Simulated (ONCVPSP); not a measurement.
# Si: one change to an ONCV potential, before and after

```
Element                 : Si (Z = 14)
Generator               : ONCVPSP 4.0.1
Type                    : optimised norm-conserving Vanderbilt (ONCV)
Functional              : PBE
Relativity              : non-relativistic
Frozen core             : [Ne]
Valence charge          : 4
Reference configuration : 3s2 3p2
Partial waves           : 3s: rc 1.80 bohr, ncon 4, nbas 8, qcut 3.6 1/bohr, local; 3p: rc 1.80 bohr, ncon 4, nbas 7, qcut 4.1 1/bohr, 3 projectors, debl 2.8 Ha; d scattering state at 0.08 Ha: rc 2.10 bohr, ncon 4, nbas 7, qcut 4.6 1/bohr, 3 projectors, debl 3 Ha
Local potential         : the s channel
Core correction         : Teter function fitted to the true core (icmod 2), fcfact 0.3
```

Change: s: qcut 2.7.

Cutoffs: the cutoffs (Ha) at which the residual kinetic energy of the hardest occupied pseudo-wave falls to 1 and 0.1 mHa per electron; they do not see the model core or the augmentation charge, which bear on the density cutoff. Errors are all-electron minus pseudo energies relative to the spin-unpolarised reference configuration.

Task: How do hardness, ghosts and transferability respond?

Result: The potential gets harder (7.7 Ha and 43 Ha → 37 Ha and 52 Ha); both files keep a bound ghost (p); of the 4 tests that both files solve, the error grows in 3 and shrinks in 0 by more than 15 % and 0.3 meV (median size 13.9 → 19.3 meV).

| quantity | base | changed |
| --- | --- | --- |
| cutoff, loose | 7.7 Ha | 37 Ha |
| cutoff, tight | 43 Ha | 52 Ha |
| loose cutoff by channel | s 7.7 Ha, p 3.1 Ha | s 37 Ha, p 3.1 Ha |
| bound ghosts | p | p |
| GHOST(+) flags under 300 eV | none | none |
| error for 3s2 3p1, meV [ΔE 7.75 eV] | +2.4 | +3.2 |
| error for 3s2 3p0, meV [ΔE 23.76 eV] | +25 | +33 |
| error for 3s1 3p0, meV [ΔE 57.66 eV] | +123 | +130 |
| error for 3s1 3p3, meV [ΔE 6.76 eV] | -1.7 | -5.5 |
| s: phases at 1.83 bohr within 0.05 rad from the reference energy up to (Ha; the scan ends near 5) | 1.8 | 1.2 |
| p: phases at 1.83 bohr within 0.05 rad from the reference energy up to (Ha; the scan ends near 5) | to the end of the scan | to the end of the scan |
| d: phases at 2.13 bohr within 0.05 rad from the reference energy up to (Ha; the scan ends near 5) | to the end of the scan | to the end of the scan |
| rms error of d²Exc/dni dnj with the model core, mHa | 0.89 | 0.61 |

Base: The cutoffs count occupied waves only; projector 3 of the p channel, the hardest unoccupied one, needs 74 Ha at the loose tolerance. A true bound ghost makes a file unfit for plane-wave use even where its test errors are small: the radial tests pick states by their node count and pass the ghost by.
